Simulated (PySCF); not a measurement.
Ionising HgI

PBE0; PySCF, scalar-relativistic core potentials, basis sets Hg def2-SVP with ECP60, I def2-SVP with ECP28. Neutral (UKS): doublet (σ ↑), Re = 2.826 Å, ωe = 113 cm⁻¹, De = 0.55 eV, HOMO -6.89 eV, LUMO -4.49 eV.

HgI⁺ (UKS): singlet (closed shell), Re = 2.600 Å, ωe = 186 cm⁻¹, De = 1.92 eV to Hg⁺ + I. The energies at the minima are -451.21475 hartree for HgI and -450.89136 for HgI⁺.

Work out the adiabatic ionisation energy, without and with harmonic zero-point energies (1 hartree = 27.2114 eV, 1 eV = 8065.5 cm⁻¹), and the change of the bond length.

At PBE0: 0.32339 hartree = 8.800 eV between the minima; the zero-point term (186.0 − 113.0)/2 cm⁻¹ = +0.005 eV makes it 8.804 eV. Re changes by -22.6 pm against the neutral. The electron leaves a σ orbital, and the shorter bond of the ion fits an antibonding orbital, or a change in how ionic the bond is.

These are scalar-relativistic numbers at best; spin–orbit coupling would shift them, the dissociation energy most. For an ion De counts to the pair picked by the measured ionisation energies or electron affinities, which need not be the lowest pair at this level. States were picked by a PBE0 search and need not be the measured ground states.
